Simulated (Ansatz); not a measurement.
Computed with Ansatz on PBE0-D4/def2-TZVP structures; ΔE is electronic, products minus reactants. CBS: MP2 limit from def2 TZ/QZ plus the TZ coupled-cluster correction, frozen cores. This one scheme is used for every species. Functionals use def2-TZVPP. HSE06 is defined as in plane-wave codes. One conformer a species, not always the lowest.

Consider the formal exchange of groups at a B–C bond: `CB(O)C=O` + SiH₄ → `O=CB(O)[SiH3]` + CH₄.

Q: Is it downhill or uphill in electronic energy at CCSD(T)/CBS, and by how much? (Estimate.)

A: Computed: Uphill: ΔE = +28.1 kJ/mol.

Q: What do these levels give: LDA (SPW92), PBE-D4, BLYP-D4, HSE06-D4, ωB97X-V, ωB97M-V, revPBE, r2SCAN, LC-ωPBE, MP2/def2-TZVPP, SCS-MP2/def2-TZVPP, MP2/def2-QZVPP? (Best estimate.)

A: Ansatz gave: LDA (SPW92) 26.0, PBE-D4 19.7, BLYP-D4 23.5, HSE06-D4 24.6, ωB97X-V 28.9, ωB97M-V 32.7, revPBE 19.1, r2SCAN 27.2, LC-ωPBE 28.7, MP2/def2-TZVPP 32.9, SCS-MP2/def2-TZVPP 33.0, MP2/def2-QZVPP 32.6 kJ/mol.

Largest T1 diagnostic among the species: 0.016.

From r2SCAN to r2SCAN0 (25 % exact exchange), in def2-TZVPP and without D4, ΔE moves by +3.2 kJ/mol. Leaving LDA and LC-ωPBE aside and taking each functional with its dispersion term where it has one, the values spread over 13.1 kJ/mol, from PBE-D4 to ωB97M-V. LDA lies +5.4 kJ/mol from PBE without D4.
